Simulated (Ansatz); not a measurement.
`O[Si](O)(O)[TeH]` and `O[Si](O)(O)[O][GaH2]` differ in one atom or group.

Ansatz, PBE0-D4/def2-TZVP geometries, multiplicity 1. Each molecule was computed in one conformer, which needn't be the lowest.

Elements past krypton have def2 core potentials. Scalar relativity is left out up to krypton.

| property | `O[Si](O)(O)[TeH]` |
| --- | --- |
| LUMO energy (PBE0/def2-TZVPP) / eV | -0.42 |
| size of the dipole moment (B3LYP/def2-TZVPP) / D | 0.87 |
| HOMO energy (ωB97M-V/def2-TZVPP) / eV | -8.61 |
| HOMO energy (B3LYP/def2-TZVPP) / eV | -6.30 |
| HOMO–LUMO gap (PBE/def2-TZVPP) / eV | 4.23 |
| size of the dipole moment (ωB97M-V/def2-TZVPP) / D | 0.92 |

**Question.** What does the change do to each property? (Best estimate.)

**Answer.** The calculation gave: 
```json
{"property": "LUMO energy (PBE0/def2-TZVPP) / eV", "`O[Si](O)(O)[O][GaH2]`": "-0.27", "shift": "0.15"}
{"property": "size of the dipole moment (B3LYP/def2-TZVPP) / D", "`O[Si](O)(O)[O][GaH2]`": "1.91", "shift": "1.04"}
{"property": "HOMO energy (ωB97M-V/def2-TZVPP) / eV", "`O[Si](O)(O)[O][GaH2]`": "-10.26", "shift": "-1.65"}
{"property": "HOMO energy (B3LYP/def2-TZVPP) / eV", "`O[Si](O)(O)[O][GaH2]`": "-7.79", "shift": "-1.49"}
{"property": "HOMO–LUMO gap (PBE/def2-TZVPP) / eV", "`O[Si](O)(O)[O][GaH2]`": "5.50", "shift": "1.27"}
{"property": "size of the dipole moment (ωB97M-V/def2-TZVPP) / D", "`O[Si](O)(O)[O][GaH2]`": "1.92", "shift": "1.00"}
```

With PBE0 the HOMO falls by 1.47 eV and the LUMO rises by 0.15 eV, so the gap widens by about 1.62 eV. PBE moves the HOMO by -1.12 eV and ωB97M-V by -1.65 eV. Dipoles are sizes alone; their direction can turn.

B3LYP here is the variant with VWN-RPA as its local correlation; programs differ in this.

Spin–orbit coupling is left out; it splits and shifts lone-pair levels of the heavy atoms by tenths of an eV.
